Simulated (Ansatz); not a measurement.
Computed with Ansatz on PBE0-D4/def2-TZVP structures; ΔE is electronic, products minus reactants. CCSD(T)/CBS adds triple-zeta CCSD(T) − MP2 to the extrapolated MP2 energy (def2 sets, frozen cores). This one scheme is used for every species. DFT in def2-TZVPP. For Br outer-core shells are correlated without core-valence functions, which leaves a few kJ/mol of doubt a bond. Scalar relativity is left out up to krypton. Each species was taken in one conformer, which may not be the lowest.

Reaction (hydrogenolysis of the Al–O bond): `[OH][Al]([F])[Br]` + H₂ → `[F][AlH][Br]` + H₂O

CCSD(T)/CBS gives +111.1 kJ/mol.

Task: Another level gave +113.5 kJ/mol. Which?
A. HF/def2-TZVPP
B. MP2/def2-TZVPP
C. PBE-D4/def2-TZVPP
D. B2PLYP/def2-TZVPP

Result: D. B2PLYP 113.5, PBE-D4 106.6, HF/def2-TZVPP 102.3, MP2/def2-TZVPP 119.5 kJ/mol.

Largest T1 diagnostic among the species: 0.010.

From r2SCAN to r2SCAN0 (25 % exact exchange), in def2-TZVPP and without D4, ΔE moves by −4.1 kJ/mol. The D4 term adds +4.9 kJ/mol with B3LYP and +2.6 kJ/mol with PBE0; it sums over pairs of atoms, weighted by their polarisabilities, and B3LYP, whose exchange is more repulsive, gets the larger term.

B3LYP here is the variant with VWN-RPA as its local correlation; programs differ in this.
